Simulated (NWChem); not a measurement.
System: CH3Si, doublet; SMILES [CH]=[SiH2]

Input file for NWChem:

```
start job
memory heap 200 mb stack 900 mb global 1100 mb
geometry units angstroms noautosym nocenter noautoz
  C     -0.110025    -1.302456     0.000000
  Si    -0.056728     0.472284     0.000000
  H      0.891896    -1.777598     0.000000
  H      1.053310     1.493600     0.000000
  H     -1.351859     1.207191     0.000000
end
basis spherical
  * library 6-31+g*
end
dft
  odft
  mult 2
  xc b3lyp
  iterations 150
end
cosmo
  do_cosmo_smd true
  solvent water
end
task dft energy
```

Excerpt of the output:

```
             Northwest Computational Chemistry Package (NWChem) 7.3.0
             --------------------------------------------------------

                             Geometry "geometry" -> ""
                             -------------------------

 Output coordinates in angstroms (scale by  1.889725989 to convert to a.u.)

  No.       Tag          Charge          X              Y              Z
 ---- ---------------- ---------- -------------- -------------- --------------
    1 C                    6.0000    -0.11002500    -1.30245600     0.00000000
    2 Si                  14.0000    -0.05672800     0.47228400     0.00000000
    3 H                    1.0000     0.89189600    -1.77759800     0.00000000
    4 H                    1.0000     1.05331000     1.49360000     0.00000000
    5 H                    1.0000    -1.35185900     1.20719100     0.00000000

 Effective nuclear repulsion energy (a.u.)      43.5233017352

                                 NWChem DFT Module
                                 -----------------

 Summary of "ao basis" -> "ao basis" (spherical)
 ------------------------------------------------------------------------------
       Tag                 Description            Shells   Functions and Types
 ---------------- ------------------------------  ------  ---------------------
 C                          6-31+g*                  8       18   4s3p1d
 Si                         6-31+g*                 10       22   5s4p1d
 H                          6-31+g*                  2        2   2s

 in cosmo_initialize ...
 calling solv_data for solv:h2o

 solvent parameters
 solvname_short: h2o
 solvname_long:  water
 dielec:       78.4000
 dielecinf:     1.7769
 aqueous SMD model solvent descriptors
 dielec:       78.4000
 sola:          0.8200

          ---------------
          -cosmo- solvent
          ---------------
 Cosmo: York-Karplus, doi: 10.1021/jp992097l
 dielectric constant -eps-     =  78.40
 screen = (eps-1)/(eps    )    =   0.98724
 surface charge correction     = lagrangian

   van der Waals surface
 --------------------------

[...]

                                COSMO-SMD solvation results
                                ---------------------------

             internal energy in gas <Psi(g)|H|Psi(g)> =      -329.222200677825
         internal energy in solvent <Psi(s)|H|Psi(s)> =      -329.218171658177
                               delta internal energy  =         0.004029019648 (    2.53 kcal/mol)
   total free energy in solvent <Psi(s)|H+V/2|Psi(s)> =      -329.233788742070
 polarization energy contribution <Psi(s)|V/2|Psi(s)> =        -0.015617083893 (   -9.80 kcal/mol)
    total free energy in solvent including G(SMD-CDS) =      -329.226890066032
                       G(SMD-CDS) energy contribution =         0.006898676038 (    4.33 kcal/mol)
     1 M fixed-concentration free energy of solvation =        -0.004689388207 (   -2.94 kcal/mol)

                    DFT Final Alpha Molecular Orbital Analysis
                    ------------------------------------------

 Vector   10  Occ=1.000000D+00  E=-3.622078D-01
              MO Center= -4.1D-01,  2.6D-01, -5.3D-09, r^2= 2.9D+00
   Bfn.  Coefficient  Atom+Function         Bfn.  Coefficient  Atom+Function
  ----- ------------  ---------------      ----- ------------  ---------------
    25      0.319191  2 Si px                46     -0.295019  5 H  s
    45     -0.263733  5 H  s                  4      0.258465  1 C  py
    26     -0.248259  2 Si py                41     -0.152121  3 H  s
    42     -0.136081  3 H  s                 21     -0.126943  2 Si px
     3     -0.125154  1 C  px                44      0.123432  4 H  s

 Vector   11  Occ=1.000000D+00  E=-2.712671D-01
              MO Center= -8.3D-02, -5.9D-01,  1.5D-07, r^2= 2.2D+00
   Bfn.  Coefficient  Atom+Function         Bfn.  Coefficient  Atom+Function
  ----- ------------  ---------------      ----- ------------  ---------------
    27      0.423521  2 Si pz                 5      0.419071  1 C  pz
     9      0.305788  1 C  pz                31      0.194609  2 Si pz
    23     -0.158077  2 Si pz                13      0.081964  1 C  pz
    37     -0.057934  2 Si d -1

 Vector   12  Occ=1.000000D+00  E=-2.442890D-01
              MO Center= -2.1D-01, -1.1D+00, -1.1D-07, r^2= 2.2D+00
   Bfn.  Coefficient  Atom+Function         Bfn.  Coefficient  Atom+Function
  ----- ------------  ---------------      ----- ------------  ---------------
     3      0.381334  1 C  px                 6     -0.332538  1 C  s
    10     -0.313492  1 C  s                  7      0.258815  1 C  px
     4      0.252152  1 C  py                44     -0.237522  4 H  s
    26     -0.178027  2 Si py                 8      0.163615  1 C  py
     2     -0.161496  1 C  s                 28      0.146455  2 Si s

 Vector   13  Occ=0.000000D+00  E=-8.373338D-02
              MO Center= -6.9D-02, -4.8D-02, -1.2D-07, r^2= 3.6D+00
   Bfn.  Coefficient  Atom+Function         Bfn.  Coefficient  Atom+Function
  ----- ------------  ---------------      ----- ------------  ---------------
    27      0.501653  2 Si pz                31      0.467826  2 Si pz
     5     -0.385160  1 C  pz                 9     -0.386065  1 C  pz
    13     -0.329352  1 C  pz                35      0.239323  2 Si pz
    23     -0.173663  2 Si pz                37      0.077259  2 Si d -1

[...]
```

Level: B3LYP/6-31+G* (spherical d), spin-unrestricted, SMD on the gas-phase geometry. In the optimisation the excess spin sits in a" (Cs, its own frame). All runs use the structure optimised with PBE0/def2-SVP, spin-unrestricted. No stability test was run on the SCF state. Solvent: water.
